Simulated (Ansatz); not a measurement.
Computed with Ansatz.

Basis-set series for `C[O][Sc]([Cl])[Cl]`. The species carries charge 0 and has multiplicity 1. Geometry: relaxed with PBE0-D4/def2-TZVP. It is one conformer, not always the lowest.

```
functional       basis  functions  energy (Eh)  HOMO (eV)  LUMO (eV)
   PBE0-D4    def2-SVP        110  -1795.38367      -8.36      -2.40
   PBE0-D4  def2-QZVPP        437  -1795.97997      -8.59      -2.51
   ωB97M-V    def2-SVP        110  -1795.86473     -10.57      -0.62
   ωB97M-V  def2-QZVPP        437  -1796.45879     -10.87      -0.85
```

(1) Give the rows for def2-TZVPP. (Best estimate.)

Results:

(1) The calculation gave: 
```csv
functional,basis,functions,energy (Eh),HOMO (eV),LUMO (eV)
PBE0-D4,def2-TZVPP,252,-1795.93179,-8.57,-2.51
ωB97M-V,def2-TZVPP,252,-1796.41328,-10.85,-0.83
```

Scalar relativity is left out up to krypton.
